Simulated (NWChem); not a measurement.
Species: BH$_{3}$SO$_{2}$; SMILES OB(O)S

```xyz
7

B     -0.0079     0.4472     0.0000
O     -1.2000     1.1041     0.0000
H     -1.1430     2.0635     0.0000
O      1.2222     1.0355     0.0000
H      1.2149     1.9974     0.0000
S     -0.1015    -1.3740     0.0000
H      1.2361    -1.5486     0.0000
```
Atoms are numbered in this order, from 1.

Level: PBE0/def2-SVP (NWChem), optimised geometry, unscaled harmonic frequencies. 

```csv
frequency (cm⁻¹),IR intensity (km/mol)
263,3.1
307,3.2
388,3.3
406,10.5
448,200.4
596,90.5
662,46.6
822,33.8
924,204.7
1000,126.4
1302,241.5
1449,354.3
2737,0.1
3912,43.0
3928,86.3
```

The zero-point energy is 27.4 kcal/mol, the thermal correction to the enthalpy at 298.15 K (with zero-point energy) is 31.1 kcal/mol and the heat capacity Cv is 17.3 cal/(mol K). The entropy at 298.15 K and 1 atm (symmetry number 1) comes out as 71.2 cal/(mol K) and the dipole moment is 3.74 D.

Rigid rotor and harmonic oscillator.
